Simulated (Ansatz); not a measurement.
Species: sum formula SiN3H6Br, net charge 0, singlet state. 
Coordinates optimised at B3LYP-D3(BJ)/def2-TZVP (Ansatz, a quantum-chemistry and plane-wave program):
```
Si
N 1 1.7001
H 2 1.0073 1 120.09
H 2 1.0073 3 112.21 1 -149.59
N 1 1.7074 2 105.41 3 172.51
H 5 1.0062 1 121.10 2 154.49
H 5 1.0078 6 112.49 1 -153.83
N 1 1.7074 2 105.41 3 40.28
H 8 1.0062 1 121.10 2 -154.49
H 8 1.0078 9 112.49 1 153.83
Br 1 2.2645 2 118.19 3 -73.60
```
Charge 0, spin multiplicity 1.

Basis-set convergence of Hartree-Fock and CCSD correlation energies (hartree) with Ansatz. Correlated levels leave the core frozen unless marked. Spin-orbit coupling is left out. Frozen are the shells of the preceding noble gas and the d and f shells that filled before the atom's block. No relativistic terms.

```json
[
 {"basis": "def2-SVP", "functions": "122", "E(HF)": "-3027.81453", "E(corr, CCSD)": "-0.76800"},
 {"basis": "def2-TZVPP", "functions": "267", "E(HF)": "(withheld)", "E(corr, CCSD)": "(withheld)"}
]
```

Question: What belongs in the gaps?

Answer: 
- def2-TZVPP, E(HF): -3028.45019
- def2-TZVPP, E(corr, CCSD): -0.96202
